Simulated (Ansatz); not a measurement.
Start from `O[SiH](O)[O][AlH2]` and change one atom or group to get `O[SiH](O)[O][GeH3]`.

Ansatz, PBE0-D4/def2-TZVP geometries, multiplicity 1. Each molecule was computed in one conformer, which needn't be the lowest.

Scalar relativity is left out up to krypton.

```json
{"property": "size of the dipole moment (PBE/def2-TZVPP) / D", "`O[SiH](O)[O][AlH2]`": "1.68"}
{"property": "LUMO energy (ωB97M-V/def2-TZVPP) / eV", "`O[SiH](O)[O][AlH2]`": "0.38"}
{"property": "HOMO–LUMO gap (PBE0/def2-TZVPP) / eV", "`O[SiH](O)[O][AlH2]`": "7.18"}
{"property": "LUMO energy (PBE/def2-TZVPP) / eV", "`O[SiH](O)[O][AlH2]`": "-1.96"}
{"property": "HOMO energy (ωB97M-V/def2-TZVPP) / eV", "`O[SiH](O)[O][AlH2]`": "-10.62"}
{"property": "HOMO–LUMO gap (PBE/def2-TZVPP) / eV", "`O[SiH](O)[O][AlH2]`": "5.04"}
```

(1) What does the change do to each property? (Estimate.)

Results:

(1) The calculation gave: 
| property | `O[SiH](O)[O][GeH3]` | shift |
| --- | --- | --- |
| size of the dipole moment (PBE/def2-TZVPP) / D | 2.00 | 0.32 |
| LUMO energy (ωB97M-V/def2-TZVPP) / eV | 1.85 | 1.47 |
| HOMO–LUMO gap (PBE0/def2-TZVPP) / eV | 8.86 | 1.68 |
| LUMO energy (PBE/def2-TZVPP) / eV | -0.73 | 1.23 |
| HOMO energy (ωB97M-V/def2-TZVPP) / eV | -11.06 | -0.44 |
| HOMO–LUMO gap (PBE/def2-TZVPP) / eV | 6.48 | 1.44 |

With PBE0 the HOMO falls by 0.34 eV and the LUMO rises by 1.33 eV, so the gap widens by about 1.67 eV. PBE moves the HOMO by -0.22 eV and ωB97M-V by -0.44 eV. Dipoles are sizes alone; their direction can turn.
